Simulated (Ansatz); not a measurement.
Born–Oppenheimer molecular dynamics of AlClF$_{3}$H$_{4}$O$_{2}$Ta (12 atoms, charge 0, multiplicity 1). It starts at the highest image of a converged band, a first-order saddle point between two minima.

Theory: Ansatz 0.2.0, RKS PBE/def2-SVP.

```json
{
 "ensemble": "NVE (velocity Verlet)",
 "time step": "0.5 fs",
 "steps asked": "200",
 "starting velocities drawn for": "300 K",
 "seed": "6988"
}
```

First frame:

```xyz
12
Properties=species:S:1:pos:R:3
Ta 0.016 0.204 -0.197
F 1.942 -0.893 0.049
O -0.010 0.424 1.649
H 0.029 0.344 2.614
Cl 0.117 -0.058 -2.790
F -1.427 1.352 -0.530
F -0.655 -1.553 -0.283
O 1.602 1.238 -0.675
Al 1.806 1.569 -2.509
H 3.179 0.942 -3.020
H 1.204 2.986 -2.914
H 2.210 0.125 -0.281
```

(1) What does the run give?

(2) What happens to the structure?

(3) How do temperature and energy run in time?

## Answers

(1) The run went to its last step.

| Property | Result |
| --- | --- |
| steps done | 200 |
| time covered | 100 fs |
| mean temperature over the second half | 148 K |
| spread of the potential energy over the second half | 1.5 meV per atom |
| mean potential energy of the second half above the start | 16.4 meV per atom |

The conserved energy stayed within 0.051 meV per atom of its start (net change 0.031 meV per atom), so the integration is sound. A run of 0.1 ps of so small a system gives no equilibrium averages. The orbitals stay closed-shell, which can raise the energy where a bond breaks towards radicals; this wasn't checked here.

(2) Between its relaxed ends the band would form F2–H12 and break O8–H12. These pairs go: F2–H12 1.10 → 0.94 Å, O8–H12 1.33 → 2.26 Å. In the last frame they stand as after the step (other bonds may differ from the relaxed reactants and products). Also parted: Ta1–H12 2.20 → 2.83 Å. It ends as one piece, AlClF3H4O2Ta. Pairs count as bonded within 1.25 times the sum of covalent radii (0.12 Å more for H–H). Another seed would give other details.

(3) 
```json
{"time (fs)": "0", "T (K)": "300", "potential energy less start (eV)": "0.000", "conserved less start (meV/atom)": "0.00"}
{"time (fs)": "3", "T (K)": "268", "potential energy less start (eV)": "0.042", "conserved less start (meV/atom)": "0.03"}
{"time (fs)": "6", "T (K)": "223", "potential energy less start (eV)": "0.099", "conserved less start (meV/atom)": "0.04"}
{"time (fs)": "9", "T (K)": "193", "potential energy less start (eV)": "0.138", "conserved less start (meV/atom)": "0.01"}
{"time (fs)": "12", "T (K)": "159", "potential energy less start (eV)": "0.183", "conserved less start (meV/atom)": "0.04"}
{"time (fs)": "15", "T (K)": "167", "potential energy less start (eV)": "0.172", "conserved less start (meV/atom)": "0.05"}
{"time (fs)": "18", "T (K)": "212", "potential energy less start (eV)": "0.114", "conserved less start (meV/atom)": "0.01"}
{"time (fs)": "21", "T (K)": "233", "potential energy less start (eV)": "0.087", "conserved less start (meV/atom)": "0.02"}
{"time (fs)": "24", "T (K)": "231", "potential energy less start (eV)": "0.089", "conserved less start (meV/atom)": "0.04"}
{"time (fs)": "27", "T (K)": "223", "potential energy less start (eV)": "0.100", "conserved less start (meV/atom)": "0.02"}
{"time (fs)": "30", "T (K)": "183", "potential energy less start (eV)": "0.152", "conserved less start (meV/atom)": "0.02"}
{"time (fs)": "33", "T (K)": "145", "potential energy less start (eV)": "0.201", "conserved less start (meV/atom)": "0.05"}
{"time (fs)": "36", "T (K)": "139", "potential energy less start (eV)": "0.209", "conserved less start (meV/atom)": "0.03"}
{"time (fs)": "39", "T (K)": "140", "potential energy less start (eV)": "0.207", "conserved less start (meV/atom)": "0.02"}
{"time (fs)": "42", "T (K)": "151", "potential energy less start (eV)": "0.194", "conserved less start (meV/atom)": "0.04"}
{"time (fs)": "45", "T (K)": "174", "potential energy less start (eV)": "0.163", "conserved less start (meV/atom)": "0.02"}
{"time (fs)": "48", "T (K)": "173", "potential energy less start (eV)": "0.164", "conserved less start (meV/atom)": "0.01"}
{"time (fs)": "51", "T (K)": "160", "potential energy less start (eV)": "0.182", "conserved less start (meV/atom)": "0.04"}
{"time (fs)": "54", "T (K)": "153", "potential energy less start (eV)": "0.191", "conserved less start (meV/atom)": "0.03"}
{"time (fs)": "57", "T (K)": "145", "potential energy less start (eV)": "0.200", "conserved less start (meV/atom)": "0.02"}
{"time (fs)": "60", "T (K)": "147", "potential energy less start (eV)": "0.199", "conserved less start (meV/atom)": "0.04"}
{"time (fs)": "63", "T (K)": "158", "potential energy less start (eV)": "0.184", "conserved less start (meV/atom)": "0.03"}
{"time (fs)": "66", "T (K)": "156", "potential energy less start (eV)": "0.186", "conserved less start (meV/atom)": "0.01"}
{"time (fs)": "69", "T (K)": "145", "potential energy less start (eV)": "0.201", "conserved less start (meV/atom)": "0.03"}
{"time (fs)": "72", "T (K)": "139", "potential energy less start (eV)": "0.208", "conserved less start (meV/atom)": "0.04"}
{"time (fs)": "75", "T (K)": "144", "potential energy less start (eV)": "0.202", "conserved less start (meV/atom)": "0.01"}
{"time (fs)": "78", "T (K)": "153", "potential energy less start (eV)": "0.191", "conserved less start (meV/atom)": "0.03"}
{"time (fs)": "81", "T (K)": "166", "potential energy less start (eV)": "0.174", "conserved less start (meV/atom)": "0.03"}
{"time (fs)": "84", "T (K)": "172", "potential energy less start (eV)": "0.165", "conserved less start (meV/atom)": "0.01"}
{"time (fs)": "87", "T (K)": "158", "potential energy less start (eV)": "0.184", "conserved less start (meV/atom)": "0.02"}
{"time (fs)": "90", "T (K)": "132", "potential energy less start (eV)": "0.218", "conserved less start (meV/atom)": "0.04"}
{"time (fs)": "93", "T (K)": "122", "potential energy less start (eV)": "0.230", "conserved less start (meV/atom)": "0.02"}
{"time (fs)": "96", "T (K)": "126", "potential energy less start (eV)": "0.225", "conserved less start (meV/atom)": "0.02"}
{"time (fs)": "99", "T (K)": "136", "potential energy less start (eV)": "0.213", "conserved less start (meV/atom)": "0.04"}
```

The run took 9.7 min on 4 threads of Arm Neoverse V2, on a shared host, peak memory 0.26 GiB.
